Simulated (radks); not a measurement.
Task: Ionisation ladder of cadmium, from Cd44+ to Cd47+. Each ion is in the ground configuration listed by NIST, and IE = E(next ion) - E(this ion), with E = 0 for the bare nucleus. Calculated with a radial shooting solver on a logarithmic mesh with Libxc functionals: scalar-relativistic Kohn-Sham, LDA (Slater exchange, VWN5 correlation), spin-polarised, spherical densities, finite nucleus; open shells are filled with parallel spins first (spin-orbit coupling, left out, can overturn this in heavy ions); Fermi nuclear charge, rms radius 4.6087 fm.

| species | configuration | IE, Delta-SCF (eV) | -e(HOMO) (eV) | HOMO |
|---|---|---|---|---|
| Cd44+ | [He] 2s2 | 7412.6 | 7337.4 | 2s |
| Cd45+ | [He] 2s1 | ? | 7534.6 | 2s up |
| Cd46+ | [He] | 31466 | 31163 | 1s |
| Cd47+ | 1s1 | ? | 32008 | 1s up |

Estimate the withheld Delta-SCF values.

Result: Cd45+: 7609.9 eV (NIST 7608.0); Cd47+: 32313 eV (NIST 32341.6).
